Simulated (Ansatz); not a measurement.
`[F][Zr]([SH])([Cl])[Cl]` + NH₃ → `[NH2][Zr]([F])([Cl])[Cl]` + H₂S at 600 K and 1 bar (ligand exchange at a Zr–S bond).

Isolated molecules relaxed with PBE0-D4/def2-TZVP in Ansatz; ΔE leaves out vibrations. CCSD(T)/CBS is the MP2 limit (def2-TZVPP, def2-QZVPP) plus CCSD(T) − MP2 in def2-TZVPP, frozen cores. This one scheme is used for every species. def2 core potentials past Kr. For Zr outer-core shells are correlated without core-valence functions, which leaves a few kJ/mol of doubt a bond. Each species was taken in one conformer, which may not be the lowest.

```json
{"species": "`[F][Zr]([SH])([Cl])[Cl]`", "CCSD(T)/CBS energy (Eh)": "-1464.99805", "H − E (kJ/mol)": "93.9", "S (J/(mol·K))": "483.4"}
{"species": "NH₃", "CCSD(T)/CBS energy (Eh)": "-56.50880", "H − E (kJ/mol)": "112.4", "S (J/(mol·K))": "219.5"}
{"species": "`[NH2][Zr]([F])([Cl])[Cl]`", "CCSD(T)/CBS energy (Eh)": "-1122.52613", "H − E (kJ/mol)": "136.8", "S (J/(mol·K))": "471.4"}
{"species": "H₂S", "CCSD(T)/CBS energy (Eh)": "-398.97279", "H − E (kJ/mol)": "60.8", "S (J/(mol·K))": "230.9"}
```

H − E and S are ideal-gas, rigid-rotor, harmonic terms from PBE0-D4/def2-TZVP, for one conformer and one mirror image of each species. 1 Eh = 2625.50 kJ/mol, R = 8.31446 J/(mol·K).

**Question.** By hand: ΔE, ΔH, ΔS and ΔG.

**Answer.** ΔE = (-1122.52613) + (-398.97279) − (-1464.99805) − (-56.50880) = 0.00793 Eh = 20.8 kJ/mol. Δ(H − E) = 136.8 + 60.8 − 93.9 − 112.4 = -8.7, so ΔH = 12.1 kJ/mol. ΔS = 471.4 + 230.9 − 483.4 − 219.5 = -0.6 J/(mol·K). ΔG = 12.1 − 600 × (-0.6)/1000 = 12.5 kJ/mol.

**Question.** By hand: the equilibrium constant, and the temperature at which ΔG would vanish if ΔH and ΔS stayed fixed.

**Answer.** log₁₀ K = −ΔG/(RT ln 10) = -1.1. ΔH and −TΔS have one sign here, so there is no such temperature.

The number of gas molecules stays the same, so ΔS is small and ΔH decides. A doubt of 5 kJ/mol in ΔE shifts log₁₀ K by 0.4 here. Other conformers and mirror images would add mixing entropy, several J/(mol·K) or more a flexible species. Modes under 60 cm⁻¹, often nearly free rotors, make the harmonic entropy too high. These are equilibria of isolated gas molecules and say nothing of rates. Largest T1 diagnostic: 0.017 (customary marks: 0.02 for closed shells, 0.045 for open ones).

ΔS is within the doubt of such terms, so its sign, and with it that verdict, could turn.
